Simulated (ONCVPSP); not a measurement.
# hafnium: one change to an ONCV potential, before and after

Hf, optimised norm-conserving Vanderbilt (ONCV), made with ONCVPSP 4.0.1 (LDA (Perdew-Zunger), fully relativistic). Core [Kr] 4d10 4f14, reference 5s2 5p6 5d2 6s2. Waves: 5s+6s: rc 1.65 bohr, ncon 3, nbas 6, qcut 6.3 1/bohr, 2 projectors; 5p: rc 1.95 bohr, ncon 3, nbas 8, qcut 8 1/bohr, 1 projector; 5d: rc 3.15 bohr, ncon 4, nbas 8, qcut 4.7 1/bohr, 2 projectors, debl 1.3 Ha. Local part: polynomial inside 1.50 bohr (lpopt 5, dvloc0 0 Ha). Core correction: none.

Open shells are filled in proportion to 2j + 1.

Change: s: qcut 8.4; p: qcut 10.6; d: qcut 6.2.

Cutoffs: the cutoffs (Ha) at which the residual kinetic energy of the hardest occupied pseudo-wave falls to 1 and 0.1 mHa per electron; they do not see the model core or the augmentation charge, which bear on the density cutoff. Errors are all-electron minus pseudo energies relative to the spin-unpolarised reference configuration.

Task: How do hardness, ghosts and transferability respond?

Result: The potential gets harder (16 Ha and 21 Ha → 28 Ha and 33 Ha); of the 3 tests that both files solve, the error grows in 2 and shrinks in 1 by more than 15 % and 0.3 meV (median size 5.8 → 12.6 meV); neither file shows a bound ghost.

| quantity | base | changed |
| --- | --- | --- |
| cutoff, loose | 16 Ha | 28 Ha |
| cutoff, tight | 21 Ha | 33 Ha |
| loose cutoff by channel | s 16 Ha, p 16 Ha, d 8.0 Ha | s 24 Ha, p 28 Ha, d 10 Ha |
| bound ghosts | none | none |
| GHOST(+) flags under 300 eV | none | s at 253.2 eV |
| tests with a reliable result | 3 of 4 | 3 of 4 |
| error for 5s2 5p6 5d2 6s1, meV [ΔE 8.20 eV] | +1.6 | +2.4 |
| error for 5s2 5p6 5d2 6s0, meV [ΔE 22.70 eV] | +5.8 | +13 |
| error for 5s1 5p6 5d2 6s2, meV [ΔE 73.20 eV] | -452 | -305 |
| s: phases at 1.68 bohr within 0.05 rad from the reference energy up to (Ha; the scan ends near 5) | to the end of the scan | to the end of the scan |
| p3/2: phases at 1.98 bohr within 0.05 rad from the reference energy up to (Ha; the scan ends near 5) | 0.7 | 1.2 |
| p1/2: phases at 1.98 bohr within 0.05 rad from the reference energy up to (Ha; the scan ends near 5) | 0.4 | 0.9 |
| d5/2: phases at 3.20 bohr within 0.05 rad from the reference energy up to (Ha; the scan ends near 5) | 3.0 | 3.3 |
| d3/2: phases at 3.20 bohr within 0.05 rad from the reference energy up to (Ha; the scan ends near 5) | 2.9 | 3.2 |
